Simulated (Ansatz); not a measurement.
The cluster PdCl2⁺. Charge 1, multiplicity 2. Geometry r2SCAN-D4/def2-TZVP, that of the neutral singlet; atoms count from 1.

```
atom   x (Å)   y (Å)   z (Å)
 Pd1  -0.705   0.557  -0.216
 Cl2   0.054  -1.186  -1.257
 Cl3   0.650   0.629   1.473
```

In the def2 sets Pd takes a core potential; there is no spin–orbit coupling. The structure comes from a short search, and lower isomers may exist.

Question: Estimate the Mulliken populations from the PBE0/def2-TZVP orbitals of Ansatz.

Answer: 
```csv
atom,charge (e),spin (α − β),d electrons
Pd1,0.85,0.38,8.59
Cl2,0.07,0.31,–
Cl3,0.07,0.31,–
```
Mulliken values and Mayer orders depend strongly on the basis.

Question: Where does the spin sit?

Answer: Summed by element: Pd 0.38, Cl 0.62, of 1 unpaired in all. Largest on single atoms: Pd1 0.38, Cl2 0.31, Cl3 0.31.

Question: And the Mayer bond orders between bonded heavy atoms (over 0.3)?

Answer: Pd1–Cl2 1.24 (2.17 Å); Pd1–Cl3 1.24 (2.17 Å). Values over 0.3 also appear between atoms too far apart for a bond (Cl2–Cl3 0.32 at 3.33 Å); they arise where an orbital or an unpaired electron spreads over both atoms.
